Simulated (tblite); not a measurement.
Species: C7H6FS (doublet state).
Bonds: C1–C2, C2–C3 (triple), C3–C4, C4–C5, C5–C6, C6–F7, C6–C8 (double), C8–S9 (double). Hydrogens: H10, H11, H12 on C1; H13, H14 on C4; H15 on C5.

A start from a force field or distance geometry was refined with tblite, GFN2-xTB geometry optimisation, gas phase. Values at the start:

```tsv
coordinate	start
C1–C2	1.451 Å
C1–H10	1.103 Å
C2≡C3	1.213 Å
C3–C4	1.458 Å
C4–C5	1.495 Å
C4–H13	1.106 Å
C5–C6	1.438 Å
C5–H15	1.077 Å
C6–F7	1.351 Å
C6=C8	1.313 Å
C8=S9	1.795 Å
C1–C2–C3	178.7°
C2–C3–C4	178.4°
C3–C4–C5	109.2°
C4–C5–C6	120.0°
C5–C6–F7	118.5°
C5–C6–C8	122.3°
C6–C8–S9	179.4°
F7–C6–C8	119.2°
C3–C4–C5–C6	-102°
C4–C5–C6–F7	-4°
```

**Question.** How do these coordinates change at the GFN2-xTB level?

**Answer.** 
```
 coordinate  GFN2-xTB (Å or °)  change
      C8=S9              1.554  -0.241
      C5–C6              1.368  -0.070
      C6=C8              1.359  +0.046
      C6–F7              1.366  +0.015
      C2≡C3              1.199  -0.014
     C1–H10              1.090  -0.013
     C4–H13              1.097  -0.009
      C1–C2              1.447  -0.004
      C4–C5              1.493  -0.002
      C3–C4              1.456  -0.002
     C5–H15              1.078  +0.001
   C6–C8–S9              175.0    -4.4
   C4–C5–C6              123.5    +3.5
   F7–C6–C8              116.1    -3.1
   C5–C6–C8              124.9    +2.6
   C2–C3–C4              176.8    -1.6
   C5–C6–F7              118.9    +0.4
   C1–C2–C3              178.5    -0.2
   C3–C4–C5              109.1    -0.1
C3–C4–C5–C6               -114     -12
C4–C5–C6–F7                 -7      -3
```

The energy falls by 1.122 eV over 80 L-BFGS steps, the largest force on an atom goes from 7.59 to 0.009 eV/Å, and the atoms move by 0.179 Å rms after alignment. The bond that changes most is C8=S9 (ends: carbon bonded to C and S; sulfur bonded to C), which shortens by 0.241 Å. Bonds longer at the end by more than 0.005 Å: 2 of 14; shorter: 6. Among the dihedrals that turn most is H14–C4–C5–H15, from -162° to 180°. Rotational constants go from 2618, 481.0, 446.3 to 2529, 511.1, 455.7 MHz.

On Arm Neoverse V1, one thread, shared host with 32 logical CPUs at a one-minute load of 45, this took 0.59 s of wall time.

Its lowest GFN2-xTB frequency is 11i cm⁻¹, too small to tell a flat minimum from a shallow saddle.

One conformer stands for the species.

The numbers are calculated, not measured.
